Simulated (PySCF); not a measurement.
Species: C6H8F3P.
SMILES with atom numbers: `[CH:1]#[C:2][CH2:3][P:4]([CH2:5][CH3:6])[C:7]([F:8])([F:9])[F:10]` (hydrogens: H11 on C1; H12, H13 on C3; H14, H15 on C5; H16, H17, H18 on C6)

The same species was optimised twice, with GFN2-xTB and with PBE0-D3(BJ)/def2-SVP (PySCF), and the same property calculations (PySCF, gas phase) were run on both structures.

| coordinate | GFN2-xTB | PBE0-D3(BJ)/def2-SVP | change |
| --- | --- | --- | --- |
| C1≡C2 (Å) | 1.197 | 1.211 | +0.014 |
| P4–C7 (Å) | 1.898 | 1.890 | -0.008 |
| C2–C3 (Å) | 1.444 | 1.450 | +0.006 |
| C7–F10 (Å) | 1.343 | 1.338 | -0.005 |
| P4–C5 (Å) | 1.858 | 1.853 | -0.005 |
| C7–F9 (Å) | 1.346 | 1.342 | -0.004 |
| C3–P4 (Å) | 1.870 | 1.873 | +0.003 |
| C5–C6 (Å) | 1.525 | 1.522 | -0.003 |
| C7–F8 (Å) | 1.339 | 1.337 | -0.002 |
| C3–P4–C5 (°) | 98.4 | 99.7 | +1.3 |
| P4–C7–F8 (°) | 112.0 | 110.7 | -1.3 |
| C2–C3–P4 (°) | 109.6 | 110.7 | +1.1 |
| C3–P4–C7 (°) | 94.0 | 95.0 | +1.0 |
| P4–C5–C6 (°) | 112.1 | 113.2 | +1.1 |
| C5–P4–C7 (°) | 97.4 | 98.4 | +1.0 |
| F8–C7–F10 (°) | 107.0 | 107.9 | +0.9 |
| C1–C2–C3 (°) | 178.6 | 178.0 | -0.6 |
| C2–C3–P4–C5 (°) | -71 | -70 | +1 |
| C3–P4–C5–C6 (°) | -175 | -177 | -2 |
| C3–P4–C7–F8 (°) | 177 | 176 | -1 |

Rotational constants: A = 1580, B = 831.0, C = 633.0 MHz (GFN2-xTB) against A = 1564, B = 825.4, C = 626.1 MHz (PBE0-D3(BJ)/def2-SVP). Point groups within 0.08 Å: C1 and C1.

On the GFN2-xTB structure: HOMO (eV) -7.63 [PBE0/pcSseg-1]; LUMO (eV) 0.22 [PBE0/pcSseg-1]; dipole (D) 2.07 [PBE0/pcSseg-1]; GIAO shielding of C1 (ppm) 109.0 [PBE0/pcSseg-1]; GIAO shielding of C2 (ppm) 104.2 [PBE0/pcSseg-1]; GIAO shielding of C3 (ppm) 169.6 [PBE0/pcSseg-1]; GIAO shielding of P4 (ppm) 340.8 [PBE0/pcSseg-1]; GIAO shielding of C5 (ppm) 163.6 [PBE0/pcSseg-1]; GIAO shielding of C6 (ppm) 174.8 [PBE0/pcSseg-1]; GIAO shielding of C7 (ppm) 44.9 [PBE0/pcSseg-1]; GIAO shielding of F8/F9/F10 (mean) (ppm) 248.8 [PBE0/pcSseg-1].

Task: What do these properties become on the PBE0-D3(BJ)/def2-SVP structure?

Result: 
```json
{"property": "HOMO (eV)", "level": "PBE0/pcSseg-1", "on GFN2-xTB": "-7.63", "on PBE0-D3(BJ)/def2-SVP": "-7.51", "change": "+0.12"}
{"property": "LUMO (eV)", "level": "PBE0/pcSseg-1", "on GFN2-xTB": "0.22", "on PBE0-D3(BJ)/def2-SVP": "0.24", "change": "+0.02"}
{"property": "dipole (D)", "level": "PBE0/pcSseg-1", "on GFN2-xTB": "2.07", "on PBE0-D3(BJ)/def2-SVP": "2.00", "change": "-0.07"}
{"property": "energy, GFN2-xTB geometry as zero (kcal/mol)", "level": "PBE0/pcSseg-1", "on GFN2-xTB": "0.0", "on PBE0-D3(BJ)/def2-SVP": "-0.4", "change": "-0.4"}
{"property": "GIAO shielding of C1 (ppm)", "level": "PBE0/pcSseg-1", "on GFN2-xTB": "109.0", "on PBE0-D3(BJ)/def2-SVP": "107.0", "change": "-2.0"}
{"property": "GIAO shielding of C2 (ppm)", "level": "PBE0/pcSseg-1", "on GFN2-xTB": "104.2", "on PBE0-D3(BJ)/def2-SVP": "103.8", "change": "-0.4"}
{"property": "GIAO shielding of C3 (ppm)", "level": "PBE0/pcSseg-1", "on GFN2-xTB": "169.6", "on PBE0-D3(BJ)/def2-SVP": "168.6", "change": "-1.0"}
{"property": "GIAO shielding of P4 (ppm)", "level": "PBE0/pcSseg-1", "on GFN2-xTB": "340.8", "on PBE0-D3(BJ)/def2-SVP": "335.9", "change": "-4.9"}
{"property": "GIAO shielding of C5 (ppm)", "level": "PBE0/pcSseg-1", "on GFN2-xTB": "163.6", "on PBE0-D3(BJ)/def2-SVP": "164.0", "change": "+0.4"}
{"property": "GIAO shielding of C6 (ppm)", "level": "PBE0/pcSseg-1", "on GFN2-xTB": "174.8", "on PBE0-D3(BJ)/def2-SVP": "173.0", "change": "-1.8"}
{"property": "GIAO shielding of C7 (ppm)", "level": "PBE0/pcSseg-1", "on GFN2-xTB": "44.9", "on PBE0-D3(BJ)/def2-SVP": "46.4", "change": "+1.5"}
{"property": "GIAO shielding of F8/F9/F10 (mean) (ppm)", "level": "PBE0/pcSseg-1", "on GFN2-xTB": "248.8", "on PBE0-D3(BJ)/def2-SVP": "252.2", "change": "+3.4"}
```

The heavy atoms differ by 0.030 Å rms after alignment. Among bonds between heavy atoms C1≡C2 changes most (+0.014 Å). Changes are differences of the printed values. Neither structure is proved a minimum here.

Conformer computed: `[CH:1]#[C:2][CH2:3][P:4]([CH2:5][CH3:6])[C:7]([F:8])([F:9])[F:10]`: C2–C3–P4–C5 -70°, C3–P4–C5–C6 -177°, C3–P4–C7–F8 176°.
